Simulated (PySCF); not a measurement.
## ORD: `InChI=1S/C6H10OSe/c1-3-5-4-7-6(5)8-2/h3,5-6H,1,4H2,2H3/t5-,6+/m1/s1`

Cartesian coordinates in Å; atom numbers follow the order of the lines, from 1:
```xyz
18

C    -2.894    1.325   -0.624
C    -2.023    0.534   -0.025
C    -0.896   -0.142   -0.722
C    -0.641   -1.607   -0.325
O     0.555   -1.249    0.371
C     0.481    0.079   -0.081
Se    1.926    0.482   -1.387
C     3.378    0.145   -0.131
H    -3.691    1.804   -0.083
H    -2.843    1.525   -1.682
H    -2.085    0.347    1.039
H    -0.930    0.042   -1.798
H    -1.375   -2.057    0.347
H    -0.434   -2.278   -1.162
H     0.562    0.809    0.731
H     4.309    0.142   -0.691
H     3.199   -0.825    0.324
H     3.392    0.930    0.621
```

Computed with PySCF, TDDFT wB97X-D/def2-SVPD circular dichroism and optical rotation, one conformer, gas phase. Geometry: GFN2-xTB.

The molecule is flexible and this is one conformer; a measurement averages over conformers. The calculation is non-relativistic, which matters for the atoms heavier than Zn.

Stereocentres: C3 R, C6 S.

Problem. What is the specific rotation at 633, 589.3, 546, 436, 405, 365, 355 nm?

Solution. [α] in deg dm⁻¹ (g/mL)⁻¹:
| λ (nm) | origin-invariant length gauge | modified velocity gauge | length gauge (centre of mass) | isotropic polarisability (au) |
| --- | --- | --- | --- | --- |
| 633 | -171.8 | -183.8 | -172.8 | 107.6 |
| 589.3 | -200.6 | -214.8 | -201.7 | 108.1 |
| 546 | -237.0 | -254.0 | -238.3 | 108.8 |
| 436 | -393.3 | -424.0 | -395.6 | 111.5 |
| 405 | -467.0 | -505.1 | -469.8 | 112.8 |
| 365 | -597.6 | -651.5 | -601.5 | 115.1 |
| 355 | -638.8 | -698.5 | -643.0 | 115.9 |

Problem. And for the mirror image at 589.3 nm?

Solution. +200.6 deg dm⁻¹ (g/mL)⁻¹ (origin-invariant length gauge): the same size and the opposite sign.

Problem. What is the molar rotation [Φ] = [α]·M/100 of the geometry above at 589.3 nm?

Solution. With M = 177.12 g/mol, -355.3 deg cm² dmol⁻¹ (origin-invariant length gauge).

The first excitation lies at 4.67 eV (265 nm) with R = +0.3 × 10⁻⁴⁰ esu² cm² (velocity form).
